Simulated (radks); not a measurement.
Excited configurations of neutral cadmium: one electron is placed in a higher orbital outside [Kr] 4d10 5s1. The ground configuration is [Kr] 4d10 5s2. Method: scalar-relativistic Kohn-Sham, r2SCAN, spin-unpolarised, spherical densities, finite nucleus; meta-GGA in the generalised Kohn-Sham scheme; Fermi nuclear charge, rms radius 4.6087 fm; computed with a radial shooting solver on a logarithmic mesh with Libxc functionals. Excitation = E - E(ground); binding = E(ion) - E, where the ion is the core of charge +1; n* = 1/sqrt(2 binding) in atomic units, and the quantum defect is n - n*.

| outer orbital | excitation (eV) | binding (eV) | n* | quantum defect | eigenvalue (eV) | <r> (bohr) |
|---|---|---|---|---|---|---|
| 4f | 8.465 | 0.841 | 4.021 | -0.021 | -0.384 | 18.49 |
| 5p | 4.920 | 4.386 | 1.761 | 3.239 | -1.993 | 4.179 |
| 5d | 7.815 | 1.491 | 3.021 | 1.979 | -0.637 | 10.42 |
| 6s | 6.748 | 2.558 | 2.306 | 3.694 | -1.515 | 8.237 |
| 6p | 7.560 | 1.746 | 2.791 | 3.209 | -0.990 | 11.06 |
| 6f | 8.897 | 0.410 | 5.764 | 0.236 | -0.249 | 47.48 |
| 7s | 8.028 | 1.278 | 3.262 | 3.738 | -0.792 | 16.48 |
| 7p | 8.323 | 0.983 | 3.721 | 3.279 | -0.612 | 20.72 |
| 7f | 9.000 | 0.306 | 6.670 | 0.330 | -0.195 | 66.45 |

Estimate the row for 6d.

Answer. excitation (eV) 8.395; binding (eV) 0.911; n* 3.864; quantum defect 2.136; eigenvalue (eV) -0.496; <r> (bohr) 20.09. The Delta-SCF ionisation energy is 9.306 eV (NIST Atomic Spectra Database: 8.994 eV, measured). Self-interaction in the functional shifts the binding energies and quantum defects, so they are the method's values and not measured ones. Spin polarisation and multiplet splitting are left out, so open shells lie too high by an amount that depends on their filling.

Beside tabulated values, note that spin-unpolarised runs miss the spin-polarisation part of the exchange energy of open shells.
